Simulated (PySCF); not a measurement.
Two probes of the same atoms: core binding energy and nuclear shielding

Species: C3H4BBr.
Cartesian coordinates in Å at the PBE0-D3(BJ)/def2-SVP level; atoms count from 1:
```xyz
9
C3H4BBr angstrom
C     -1.5622    0.2583    0.0897
C     -0.1303    0.0474    0.1104
C      1.0800   -0.1233    0.1209
B      2.5640   -0.3452    0.1355
Br     3.7558    1.0989   -0.2449
H     -1.8142    1.3203    0.2331
H     -2.0633   -0.3314    0.8729
H     -1.9752   -0.0590   -0.8813
H      3.0693   -1.4098    0.3786
```

Binding energies: delta-SCF UKS SCAN, pcX-2 on the ionised atom, pcseg-1 elsewhere, spin-free X2C in PySCF 2.14.0. Shieldings: GIAO PBE0/pcSseg-1, non-relativistic, same geometry.

```json
{"atom": "C1", "isotropic shielding (ppm)": "176.9"}
{"atom": "C2", "isotropic shielding (ppm)": "42.2"}
{"atom": "C3", "isotropic shielding (ppm)": "88.4"}
```

Question: What are the C 1s binding energies of these atoms?

Answer: 
| atom | environment | C 1s (eV) | isotropic shielding (ppm) |
| --- | --- | --- | --- |
| C3 | alkyne carbon | 290.09 | 88.4 |
| C2 | alkyne carbon | 290.87 | 42.2 |
| C1 | propargylic carbon | 292.02 | 176.9 |

Question: Among the listed atoms, is the one with the highest binding energy also the least shielded?

Answer: No. The highest binding energy is at C1 (292.02 eV, shielding 176.9 ppm), the lowest shielding at C2 (42.2 ppm, 290.87 eV).

By binding energy: C3 < C2 < C1. By shielding: C2 < C3 < C1.

The unrestricted hole states depart most from a pure doublet (⟨S²⟩ = 0.75; over 0.85 named) for C 1s of C2 (0.88), which makes this value less certain. Geometry: PBE0-D3(BJ)/def2-SVP; no solvent, vibrations or thermal averaging.
